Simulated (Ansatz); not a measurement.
The same path of BFH3N + H4Si (11 atoms, charge 0, multiplicity 1) was run twice with different band settings. Lost on the way: B1–H2, Si7–H11. Made: B1–Si7, H2–H11.

The calculation used RKS B3LYP-D4/def2-SVP (Ansatz).

Relaxed end points:

```xyz
11
Properties=species:S:1:pos:R:3
B 0.084 -0.786 -0.374
H -0.210 -1.943 -0.196
N 1.284 -0.410 -0.972
H 1.971 -1.083 -1.286
H 1.542 0.561 -1.115
F -0.778 0.167 0.025
Si 0.074 2.847 1.383
H 0.470 4.120 2.054
H 1.072 2.557 0.313
H -1.278 3.009 0.786
H 0.081 1.749 2.387
```

```xyz
11
Properties=species:S:1:pos:R:3
B 0.704 0.418 -0.222
H -1.321 -0.113 2.316
N 1.537 0.146 -1.308
H 1.693 -0.800 -1.647
H 2.034 0.861 -1.822
F 0.096 -0.627 0.380
Si 0.385 2.307 0.469
H 0.839 2.455 1.886
H 1.139 3.302 -0.359
H -1.064 2.673 0.414
H -1.728 0.164 2.897
```

Common settings: spring 5.0 eV/Å²; optimiser quadratic models (default); start path through a guess of the saddle point; force threshold 0.05 eV/Å; iteration limit 60; end points relaxed.

| run | movable images | climbing image |
| --- | --- | --- |
| 1 | 9 | yes |
| 2 | 1 | no |

(1) What does each run give, and how far can it be trusted?

Results:

(1) Run 1: converged after 21 iterations, highest image 2.350 eV above the first end. Neighbouring images differ by up to 1.6 eV, so the band resolves the path poorly. A vibrational analysis at the climbing image gives one clearly imaginary mode, 978i cm⁻¹: a first-order saddle point.
Run 2: converged after 35 iterations, highest image 0.695 eV above the first end. No image climbed, so the highest image needn't sit at the top of the path. A band with more images between the same ends climbed to 2.35 eV, so this one has probably stepped over the top. So few images can step over the top or miss a turn of the path.
The orbitals stay closed-shell, which can raise the energy where a bond breaks towards radicals; this wasn't checked here.
